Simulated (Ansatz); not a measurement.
Basis-set extrapolation for `CO[SiH]C#N` radical (PBE0-D4/def2-TZVP geometry, frozen core, Ansatz). Multiplicity 2, UHF reference.

```
                     cc-pV(T+d)Z  cc-pV(Q+d)Z
                 HF  -496.398874  -496.417815
    MP2 correlation    -0.836636    -0.895731
CCSD(T) correlation    -0.903593      not run
```

Energies in hartree. Use E(X) = E(∞) + A·exp(−5.46·√X) for Hartree–Fock and E(X) = E(∞) + B·X^(−3.05) for correlation, with X = 3 and 4, and add CCSD(T) minus MP2 of the smaller set to the MP2 limit.

Question: What is the CCSD(T) energy at the basis-set limit?

Answer: HF limit: -496.417815 + (-0.018941) × 0.30130 = -496.42352. MP2 limit: -0.895731 + (-0.059095) × 0.71189 = -0.93780. Higher-order term: -0.903593 − (-0.836636) = -0.06696. Total: -497.42828 hartree, 78.9 kcal/mol below CCSD(T)/cc-pV(T+d)Z.
